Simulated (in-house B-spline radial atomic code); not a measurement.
Configurations of Si²⁺, with energies counted from [Ne] 3s2. Level of theory: scalar-relativistic (X2C) PBE0, spin-polarised, spherical fractional occupations, Fermi nucleus of rms radius 3.1224 fm; calculated with a radial B-spline atomic code at the basis-set limit. Caution: exact exchange at fractional occupations of open shells leaves self-interaction of up to several eV. Shells without spins written out take the highest spin.

Occupations are held fixed; configurations that lie above the ionisation limit could autoionise.

| configuration | E - E(ref) (eV) | highest orbital | its <r> (bohr) |
| --- | --- | --- | --- |
| [Ne] 3s1 3p1 | 7.2228 | 3p up | 2.211 |
| [Ne] 3s1 4f1 | 25.748 | 4f up | 5.928 |
| [He] 2s(1 up, 0 down) 2p6 3s2 3d(1 up, 0 down) | 162.13 | 3d up | 2.588 |
| [He] 2s(0 up, 1 down) 2p6 3s2 4s(0 up, 1 down) | 163.68 | 4s down | 4.133 |
| [He] 2s(1 up, 0 down) 2p6 3s2 4d(1 up, 0 down) | 169.93 | 4d up | 5.768 |

Task: Order these further configurations by energy, lowest first.
A. [He] 2s1 2p6 3s2 3p1
B. [He] 2s2 2p5 3s2 4p1
C. [Ne] 3s1 4s1
D. [He] 2s(1 up, 0 down) 2p6 3s2 4p(1 up, 0 down)
E. [He] 2s2 2p5 3s2 4d1

Result: C (18.622 eV), B (124.73 eV), E (128.09 eV), A (150.31 eV), D (166.61 eV).
